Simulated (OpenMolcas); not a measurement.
## Levels of Tc by method

```yaml
Program: OpenMolcas 26.06
Basis: ANO-RCC-VQZP [8s7p5d3f2g1h]
Scalar_Hamiltonian: DKH2, point nucleus
Active_space: 5 electrons in 5 orbitals (4d)
State_averaging: 2S+1 = 6 even, 1 root; 2S+1 = 4 even, 24 roots; 2S+1 = 2 even, 75 roots (58 in the spin-orbit step)
Spin-orbit_coupling: RASSI with atomic mean-field integrals over the reference wave functions, term energies averaged over their components
```

Methods on the same reference wave functions:
A. CASSCF
B. SS-CASPT2, IPEA 0.25 Eh, imaginary shift 0.1 Eh (closed shells correlated: 4s 4p 5s)
C. MS-CASPT2, IPEA 0.25 Eh, imaginary shift 0.1 Eh (closed shells correlated: 4s 4p 5s)

Energies in cm⁻¹ above 4d⁵ 5s² ⁶S_5/2.

```
                   Level      A      B      C
          4d⁵ 5s² ⁶S_5/2    0.0    0.0    0.0
          4d⁵ 5s² ⁴G_5/2  23266  18610  18610
          4d⁵ 5s² ⁴G_7/2  23386  18760  18760
         4d⁵ 5s² ⁴G_11/2  23413  18800  18800
          4d⁵ 5s² ⁴G_9/2  23457  18850  18850
   4d⁵ 5s² ⁴P_5/2 [51 %]  26425  20180  20180
   4d⁵ 5s² ⁴P_3/2 [52 %]  26697  20470  20470
   4d⁵ 5s² ⁴P_1/2 [60 %]  27057  21010  21010
          4d⁵ 5s² ⁴D_7/2  28787  21590  21590
   4d⁵ 5s² ⁴D_1/2 [60 %]  29175  22280  22280
   4d⁵ 5s² ⁴D_3/2 [52 %]  29445  22720  22720
   4d⁵ 5s² ⁴D_5/2 [53 %]  29464  22720  22730
         4d⁵ 5s² ²I_11/2  33291  27870  27870
         4d⁵ 5s² ²I_13/2  33559  28190  28190
4d⁵ 5s² ²D_5/2(1) [55 %]  36640  29140  29160
4d⁵ 5s² ²D_3/2(1) [64 %]  37539  29720  29720
          4d⁵ 5s² ⁴F_9/2  38633  30610  30610
          4d⁵ 5s² ⁴F_5/2  38970  31010  30980
   4d⁵ 5s² ⁴F_3/2 [64 %]  39675  31760  31750
         4d⁵ 5s² ²H_11/2  41539  34790  34790
          4d⁵ 5s² ²G_7/2  42229  33940  33920
       4d⁵ 5s² ²F_5/2(2)  45177  35600  35490
       4d⁵ 5s² ²F_7/2(2)  45337  35760  35850
```

Between B and C the level of the table that moves most is 4d⁵ 5s² ²F_5/2(2), by 110 cm-1 (lowest in C, highest in B). Moves below CASPT2's spread within the term are not significant.

From A to B the spin-free energies of the other terms of 4d⁵ 5s² shown, above ⁶S, scale by factors of 0.75 to 0.84, as is usual when dynamic correlation screens the repulsion within a d or f shell.

The lowest spin-free term lies below A's lowest term by 0.504 hartree in B, 0.504 hartree in C.

CASPT2 does not keep the components of a term degenerate, so their means are used; among the terms shown or strongly mixed into the levels shown the widest spread is 1200 cm-1 (4d⁵ 5s² ²I, C). Some high roots are left out of the spin-orbit mixing, which shifts the levels that they would mix with. With the s shell closed, the reference lacks s² → p², s² → d² and s → d mixing, so excited terms can stand far too high and out of order, with CASPT2 too. Without dynamic correlation excited terms often stand tens of per cent too high (terms of higher spin than the ground term too low), and those without a measured partner can miss by more than the paired ones (holds for A). The CASPT2 spread within a term exceeds the gap to the next term for 4d⁵ 5s² ⁴P and 4d⁵ 5s² ⁴D, 4d⁵ 5s² ²D(1) and 4d⁵ 5s² ⁴F, 4d⁵ 5s² ⁴F and 4d⁵ 5s² ²F(1), so the order of their levels is uncertain, and so are names and mixing where such terms share a J (holds for C). Levels of configurations outside the active space are missing. The table leaves out levels that lie high or whose names do not pair safely across all columns.

A share in square brackets marks a mixed level and gives the weight of the term that names it, the lowest over the columns. A number in round brackets counts repeated terms of one configuration in the order of the reference energies.
